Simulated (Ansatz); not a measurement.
**Energy profile**

The step: SiH₃OF ([OH][SiH2][F]) + HCl → SiH₃ClO ([OH][SiH2][Cl]) + HF; bonds formed: Si1–Cl7, F2–H6; bonds broken: Si1–F2, H6–Cl7 (atoms numbered as in the saddle structure below).

```csv
atom,x (Å),y (Å),z (Å)
Si1,-0.4540,-0.3319,-0.0283
F2,1.1851,-1.0857,0.7296
H3,-0.4104,-0.9221,-1.3758
H4,-1.1074,-1.2341,0.9397
O5,-1.3459,1.0068,0.2372
H6,1.7302,-0.3270,0.2963
Cl7,1.4401,1.0774,-0.6213
H8,-1.0375,1.8165,-0.1774
```

Electronic energies by CCSD(T) at an estimated basis limit (MP2 extrapolated from triple and quadruple zeta, plus CCSD(T) − MP2 in triple zeta), on PBE0-D4/def2-TZVP structures; SiH$_{4}$ClOF, closed shell; no counterpoise correction. Computed with Ansatz 0.2.0 (basis: def2-TZVPP and def2-QZVPP); correlated methods freeze the cores. Extrapolation: Hartree–Fock as exp(−7.88 √X), correlation as X^−2.97.

Problem. Give the profile in eV, counted from the separated reactants. (To be estimated.)

Solution. Computed:
```json
{"point": "separated: SiH$_{3}$OF (linked as [OH][SiH2][F]; Si1, F2, H3, H4, O5, H8; singlet) + HCl (H6, Cl7; singlet)", "eV": "0.000"}
{"point": "start structure", "eV": "-0.176"}
{"point": "saddle", "eV": "1.501"}
{"point": "end structure", "eV": "0.316"}
```

T1 diagnostic: at most 0.012.

For scale, one of the runs: CCSD(T)/def2-TZVPP, 202 basis functions, launched by `ansatz run in.yaml --threads 4 --pin off --events-out ev --progress --plain --max-ram 9574MiB`. Time: 62 s of wall clock on 4 CPU threads of an Arm Neoverse V1; the host was shared. Peak host memory: 2.5 GiB.
